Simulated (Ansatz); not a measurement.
Compare A (`[SiH3]C1=CN1`) with its isomer B (`C#C[SiH2]N`).

Gas-phase electronic energies from Ansatz, PBE0-D4/def2-TZVP geometries. CCSD(T)/CBS is the MP2 limit (def2-TZVPP, def2-QZVPP) plus CCSD(T) − MP2 in def2-TZVPP, frozen cores. DFT in def2-TZVPP. B3LYP here is the variant with VWN-RPA as its local correlation; programs differ in this. One conformer a species, not always the lowest.

Which is lower in electronic energy at CCSD(T)/CBS, and by how much? (An estimate is asked.)

Ansatz gave: B, by 281.8 kJ/mol.

Give E(B) − E(A) in kJ/mol with PBE0-D4, MP2/def2-TZVPP, PBE-D4, BLYP-D4, B2PLYP, CCSD(T)/def2-TZVPP, B3LYP-D4. (Best estimate.)

Computed: PBE0-D4 -255.0, MP2/def2-TZVPP -288.1, PBE-D4 -242.7, BLYP-D4 -265.4, B2PLYP -283.8, CCSD(T)/def2-TZVPP -279.2, B3LYP-D4 -274.6. None reverses the order clearly.

Does the order hold for the free energy at 298.15 K (harmonic terms from PBE0-D4)? (An estimate is asked.)

Ansatz gave: Yes: G(B) − G(A) = -276.3 kJ/mol, for one conformer each.

Largest T1 diagnostic: 0.012.

From r2SCAN to r2SCAN0 (25 % exact exchange), in def2-TZVPP and without D4, E(B) − E(A) moves by −6.1 kJ/mol. At CCSD(T), def2-SVP lies +26.9 kJ/mol from the extrapolated value and def2-TZVPP +2.6 kJ/mol.
